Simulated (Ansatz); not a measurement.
Consider the formal exchange of groups at a B–C bond: `C=C=C(F)BC` + `CF` → `CBCF` + `C=C=CF`.

Program: Ansatz. Geometries: PBE0-D4/def2-TZVP. ΔE: electronic, gas phase. CBS: MP2 limit from def2 TZ/QZ plus the TZ coupled-cluster correction, frozen cores. This one scheme is used for every species. DFT in def2-TZVPP. B3LYP here is the variant with VWN-RPA as its local correlation; programs differ in this. Each species was taken in one conformer, which may not be the lowest.

```tsv
level	ΔE (kJ/mol)	difference from CCSD(T)/CBS
PBE-D4	43.8	1.2
r2SCAN-D4	45.0	2.4
PBE0-D4	42.5	-0.1
B3LYP-D4	44.1	1.5
B2PLYP	43.5	0.9
r2SCAN	44.3	1.7
PBE0	40.7	-1.9
HF/def2-TZVPP	39.6	-3.0
MP2/def2-TZVPP	46.7	4.1
SCS-MP2/def2-TZVPP	44.8	2.2
CCSD(T)/def2-TZVPP	42.7	0.1
MP2/def2-QZVPP	46.7	4.1
SCS-MP2/def2-QZVPP	44.7	2.1
HF/CBS(def2)	39.6	-3.0
MP2/CBS(def2)	46.6	4.0
CCSD/CBS(def2)	40.2	-2.4
CCSD(T)/CBS	42.6	0
```

Largest T1 diagnostic among the species: 0.013.

In def2-TZVPP, CCSD(T) changes the Hartree–Fock value by +3.1 kJ/mol (the triples alone add +2.4 kJ/mol) and MP2 by +7.1 kJ/mol.
